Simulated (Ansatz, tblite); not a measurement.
Cost and result up the ladder for SnH3(OSiMe3) (C₃H₁₂OSiSn) (18 atoms). Total charge 0; singlet. Geometry: PBE0-D4/def2-SVP.

```
atom   x (Å)   y (Å)   z (Å)
 Sn1   2.605  -0.819   0.946
  H2   3.456  -1.575  -0.332
  H3   3.608   0.186   1.897
  H4   1.742  -1.960   1.894
  O5   1.291   0.405   0.112
 Si6  -0.339   0.316  -0.215
  C7  -0.732  -1.306  -1.085
  C8  -0.762   1.767  -1.321
  C9  -1.316   0.412   1.389
 H10  -1.801  -1.373  -1.344
 H11  -0.494  -2.174  -0.448
 H12  -0.154  -1.403  -2.019
 H13  -0.190   1.721  -2.261
 H14  -1.834   1.782  -1.573
 H15  -0.515   2.719  -0.824
 H16  -1.081  -0.435   2.053
 H17  -1.084   1.342   1.932
 H18  -2.402   0.394   1.199
```

Ansatz on 2 threads of AMD EPYC 7R13 on a shared host and a share (18 GiB) of an NVIDIA H100 80GB HBM3; xTB runs through tblite on one thread. Times are rough, summed over both states, and most runs start from the orbitals of an earlier one. B2PLYP/def2-TZVP serves as the yardstick here, not as an exact answer. The other state is a doublet.

In the def2 sets Sn takes a core potential; there is no spin–orbit coupling. The xTB rows come from tblite. Correlated methods freeze 13 core orbitals; core or outer-core shells of Sn are correlated, in sets that lack core-valence functions.

Run but left out: PBE-D4/def2-TZVP (charge +1 doublet: an occupied level 0.03 eV above an empty one).

Correlated methods converge slowly with the basis.

Raw xTB energies of ions are shifted by several eV.

```json
{"level": "GFN2-xTB", "functions": "46", "wall time": "0.023 s", "vertical IE (eV)": "13.07", "difference from B2PLYP/def2-TZVP (eV)": "3.49"}
{"level": "GFN1-xTB", "functions": "58", "wall time": "0.027 s", "vertical IE (eV)": "13.59", "difference from B2PLYP/def2-TZVP (eV)": "4.00"}
{"level": "PBE0-D4/def2-TZVP", "functions": "283", "wall time": "8.6 s", "vertical IE (eV)": "9.39", "difference from B2PLYP/def2-TZVP (eV)": "-0.20"}
{"level": "B2PLYP/def2-TZVP", "functions": "283", "wall time": "10 s", "vertical IE (eV)": "9.59", "difference from B2PLYP/def2-TZVP (eV)": "0.00"}
```
